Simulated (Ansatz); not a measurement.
Compare A (`[SiH3]C1(S)CO1`) with its isomer B (`C[Si]1(S)CO1`).

Isolated molecules relaxed with PBE0-D4/def2-TZVP in Ansatz; ΔE leaves out vibrations. CCSD(T)/CBS is the MP2 limit (def2-TZVPP, def2-QZVPP) plus CCSD(T) − MP2 in def2-TZVPP, frozen cores. DFT in def2-TZVPP. One conformer a species, not always the lowest.

Q: Which isomer does CCSD(T)/CBS put lower? Give the gap. (Best estimate.)

A: The calculation gave: B, by 62.1 kcal/mol.

Q: Give E(B) − E(A) in kcal/mol with MP2/def2-TZVPP, r2SCAN-D4, B2PLYP, PBE0-D4, ωB97M-V, PBE-D4, CCSD(T)/def2-TZVPP. (An estimate is asked.)

A: The calculation gave: MP2/def2-TZVPP -62.6, r2SCAN-D4 -63.0, B2PLYP -62.0, PBE0-D4 -60.9, ωB97M-V -62.0, PBE-D4 -59.4, CCSD(T)/def2-TZVPP -60.8. None reverses the order clearly.

Largest T1 diagnostic: 0.013.

From PBE to PBE0 (25 % exact exchange), in def2-TZVPP and without D4, E(B) − E(A) moves by −1.5 kcal/mol.
